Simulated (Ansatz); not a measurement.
```yaml
crystal:
  periodic: [false, false, false]
  atoms:
    - {symbol: Ag, position_ang: [0.000310, -0.000202, 0.000016]}
    - {symbol: Cl, position_ang: [2.341465, -0.025475, 0.002657]}
    - {symbol: Cl, position_ang: [0.026042, 2.340943, 0.006865]}
    - {symbol: Cl, position_ang: [-2.340825, 0.026034, -0.002539]}
    - {symbol: Cl, position_ang: [-0.026992, -2.341300, -0.007000]}
basis:
  gaussian: {orbitals: STO-3G}
magnetization: {spin_polarized: true, initial_magnetization: 1}
hamiltonian: {xc: {name: B3LYP5}}
scf: {lower_state_search: off}
```

```sh
$ ansatz run in.yaml --threads 4 --pin off --events-out ev --progress --plain --max-ram 3916MiB
```

Output, abridged:

```
Functional definition: B3LYP5
731 factors; integrals over basis functions are off by at most 2.6e-4 eV
mean field evaluation 1: about -189612.9645 eV, gradient 4.6e1 eV
mean field evaluation 2: about -189588.9673 eV, gradient 5.5e1 eV
mean field evaluation 4: about -189635.0131 eV, gradient 2.7e0 eV
mean field evaluation 8: about -189635.1292 eV, gradient 6.2e-1 eV
mean field evaluation 16: about -189635.1428 eV, gradient 5.8e-3 eV
mean field evaluation 32: about -189635.4497 eV, gradient 3.7e-3 eV
mean field -189635.44965995 eV, -6968.9742354787 hartree, gradient 2.1e-6 eV, S^2 0.750734; 0 other end points of the search recorded, 0 dependent functions left out
reference -189635.44986333 eV, -6968.9742429529 hartree; 58, 57 occupied and 5, 6 virtual orbitals, 731 factors
Total energy: -189635.44986333 eV, -6968.9742429529 hartree
Checks for a lower state left out: stability, starts, cluster_reference, orbital_swaps, neighbouring_geometries, increment
```

Run time 3.6 s (4 threads of Arm Neoverse V1 on a shared host).
